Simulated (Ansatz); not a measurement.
`N#C[SiH2]CF` → `N#CCF` + `[SiH2]` at 298.15 K and 1 bar (silylene formation by 1,1-elimination).

Computed with Ansatz on PBE0-D4/def2-TZVP structures; ΔE is electronic, products minus reactants. CCSD(T)/CBS is the MP2 limit (def2-TZVPP, def2-QZVPP) plus CCSD(T) − MP2 in def2-TZVPP, frozen cores. This one scheme is used for every species. One conformer a species, not always the lowest.

```json
{"species": "`N#C[SiH2]CF`", "CCSD(T)/CBS energy (Eh)": "-522.05904", "H − E (kJ/mol)": "164.9", "S (J/(mol·K))": "336.4"}
{"species": "`N#CCF`", "CCSD(T)/CBS energy (Eh)": "-231.76125", "H − E (kJ/mol)": "114.6", "S (J/(mol·K))": "274.2"}
{"species": "`[SiH2]`", "CCSD(T)/CBS energy (Eh)": "-290.19011", "H − E (kJ/mol)": "40.6", "S (J/(mol·K))": "207.5"}
```

H − E and S are ideal-gas, rigid-rotor, harmonic terms from PBE0-D4/def2-TZVP, for one conformer and one mirror image of each species. 1 Eh = 2625.50 kJ/mol, R = 8.31446 J/(mol·K).

By hand: ΔE, ΔH, ΔS and ΔG.

ΔE = (-231.76125) + (-290.19011) − (-522.05904) = 0.10768 Eh = 282.7 kJ/mol. Δ(H − E) = 114.6 + 40.6 − 164.9 = -9.7, so ΔH = 273.0 kJ/mol. ΔS = 274.2 + 207.5 − 336.4 = 145.3 J/(mol·K). ΔG = 273.0 − 298.15 × (145.3)/1000 = 229.7 kJ/mol.

By hand: the equilibrium constant, and the temperature at which ΔG would vanish if ΔH and ΔS stayed fixed.

log₁₀ K = −ΔG/(RT ln 10) = -40.2. ΔG = 0 at ΔH/ΔS = 1879 K.

The number of gas molecules changes by +1, which sets the sign of ΔS. A doubt of 5 kJ/mol in ΔE shifts log₁₀ K by 0.9 here. Other conformers and mirror images would add mixing entropy, several J/(mol·K) or more a flexible species. These are equilibria of isolated gas molecules and say nothing of rates. Largest T1 diagnostic: 0.014 (customary marks: 0.02 for closed shells, 0.045 for open ones).
